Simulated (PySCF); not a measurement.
## [TiBr6]3-: polar angle and twist as a parameter

[TiBr6]3-: Ti(III) (d1), charge -3. The structure is a model geometry with rigid ligands and bond lengths from ionic radii, not a minimum; coordination octahedral, point group Oh, metal–donor distances 2.53 Å.

```
7

Ti    0.000    0.000    0.000
Br    1.789   -1.033    1.461
Br    0.000    2.066    1.461
Br   -1.789   -1.033    1.461
Br    1.789    1.033   -1.461
Br   -1.789    1.033   -1.461
Br    0.000   -2.066   -1.461
```

Method (PySCF 2.14, density fitting): CASSCF(1,5) with orbitals averaged over all microstates of the shell, strongly contracted NEVPT2 on the averaged canonical orbitals; basis x2c-TZVPall on the metal, x2c-SVPall elsewhere; spin-free X2C; IEF-PCM water; spin-orbit coupling by state interaction with the mean-field operator over all roots.

The two triangles of donors are moved: first the angle of each bond to the threefold axis z, then the twist between the triangles (60° antiprism, 0° prism).

```tsv
polar angle and twist	group	ground	next state (NEVPT2) / cm⁻¹	orbital energies above the lowest (NEVPT2 fit) / cm⁻¹	μeff(300 K) / μB
54.7°, 60.0°	Oh	2T2g	2Eg 13650	0 2 6 13650 13657	1.84
50.0°, 60.0°	D3d	?	?	?	?
59.0°, 60.0°	D3d	2A1g	2Eg 393	0 392 394 14035 14037	1.84
54.7°, 45.0°	D3	2A1	2E 314	0 313 316 13395 13396	1.83
52.0°, 30.0°	D3	2A1	2E 878	0 877 878 12627 12628	1.78
50.0°, 15.0°	D3	2A1	2E 1606	0 1606 1606 11892 11893	1.76
49.1°, 0.0°	D3h	2A1'	2E' 1920	0 1920 1920 11574 11575	1.76
```

Question: Fill in the row at 50.0°, 60.0°.

Answer: ground: 2Eg; next state (NEVPT2) / cm⁻¹: 2A1g 422; orbital energies above the lowest (NEVPT2 fit) / cm⁻¹: 0 2 422 13940 13941; μeff(300 K) / μB: 1.85.

At 54.7°, 60.0°, 50.0°, 60.0° the ground state is orbitally degenerate, so the regular structure would distort there (Jahn–Teller).

Charge-transfer states lie outside this active space and may come lower than some of these levels. NEVPT2 lifts 2Eg from 11800 to 13650 cm⁻¹; on the d shell alone such lifts tend to overshoot. NEVPT2 on the d shell alone tends to put d–d bands too high for such charged or covalently bound ions.
